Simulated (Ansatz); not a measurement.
C3H11NO3Ti (`CC[N](C)[Ti]([OH])([OH])[OH]`) at its PBE0-D4/def2-TZVP geometry, where that method's forces vanish. Total charge 0; spin multiplicity 1.

```xyz
19

C    -0.7305   -1.0015   -1.8202
C    -1.1302    0.2651   -1.0943
N    -0.3731    0.5247    0.1078
C    -0.7266    1.7926    0.7094
Ti    0.9809   -0.4489    0.9760
O     0.8202   -2.2293    0.7172
O     0.9118   -0.0229    2.7391
O     2.5857    0.0562    0.2892
H    -0.8810   -1.8821   -1.1947
H    -1.3285   -1.1136   -2.7269
H     0.3225   -0.9718   -2.1150
H    -2.2025    0.2208   -0.8459
H    -1.0158    1.1250   -1.7739
H    -0.1554    1.9677    1.6235
H    -1.7922    1.8207    0.9767
H    -0.5337    2.6264    0.0196
H     1.4360   -2.8385    0.3089
H     1.0400   -0.5797    3.5073
H     2.7724    0.6890   -0.4038
```

Problem. What forces (eV/Å) does PBE-D4/def2-TZVPP give on these atoms in the Gaussian-basis code of Ansatz? (Best estimate.)

Solution. Ansatz gave: 
```
C1   0.000 -0.026 -0.036
C2  -0.012 -0.054 -0.052
N3  -0.127  0.076 -0.094
C4   0.010  0.058  0.051
Ti5 -0.039 -0.089  0.029
O6  -0.339 -0.220  0.121
O7  -0.075  0.432  0.149
O8   0.387 -0.139  0.153
H9  -0.027 -0.178  0.111
H10 -0.115 -0.033 -0.182
H11  0.199 -0.004 -0.058
H12 -0.244  0.005  0.042
H13  0.008  0.194 -0.148
H14  0.112  0.040  0.178
H15 -0.235  0.023  0.059
H16  0.031  0.189 -0.141
H17  0.296 -0.301 -0.207
H18  0.064 -0.285  0.380
H19  0.103  0.311 -0.356
```
